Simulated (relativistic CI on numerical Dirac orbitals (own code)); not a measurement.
Sensitivity of the levels of Ir⁴⁸⁺ to α and to the nuclear radius

Method of calculation: Dirac-Coulomb-Breit CI, separate exchange-only KLI orbitals for each configuration, derivatives by finite differences, unscaled Slater integrals, QED left out (own radial code, finite nucleus).

Configurations in the expansion (outside the closed core [Ar] 3d10): 4s, 4p, 4d, 4f, 5s, 5p, 5d, 5f. Levels of other configurations are missing.

With x = (α/α₀)² − 1 an excitation energy changes as ω = ω₀ + qx; K = 2q/ω₀ is the relative enhancement. Terms are leading LS components, so labels can repeat. The field-shift factor is F = δν/δ⟨r²⟩ for the transition from the lowest level.

Lowest level 4s ²S1/2.

| Level | ω₀ (cm⁻¹) | q (cm⁻¹) | F (GHz/fm²) |
| --- | --- | --- | --- |
| 4p ²P°1/2 | 860794 | 157900 | -2910 |
| 4p ²P°3/2 | 1867640 | 1.4e+06 | -3120 |
| 4d ²D3/2 | 3165154 | 1.462e+06 | -3100 |
| 4d ²D5/2 | 3378629 | 1.682e+06 | -3100 |
| 4f ²F°5/2 | 4760141 | 1.672e+06 | -3060 |
| 4f ²F°7/2 | 4815796 | 1.725e+06 | -3060 |
| 5s ²S1/2 | 8776991 | 889500 | -1620 |
| 5p ²P°1/2 | 9195996 | 957300 | -2960 |
| 5p ²P°3/2 | 9670408 | 1.537e+06 | -3060 |
| 5d ²D3/2 | 10290628 | 1.565e+06 | -3060 |
| 5d ²D5/2 | 10394251 | 1.672e+06 | -3050 |
| 5f ²F°5/2 | 11008304 | 1.667e+06 | -3040 |
| 5f ²F°7/2 | 11040422 | 1.698e+06 | -3030 |

At this charge energies of transitions that change n are usually good to better than 1 %, and those within a shell (Δn = 0) to a few per cent.

Problem. Which transition from the lowest level has the largest |K|?

Solution. 4p ²P°3/2 at 1867640 cm⁻¹, K = 1.5.
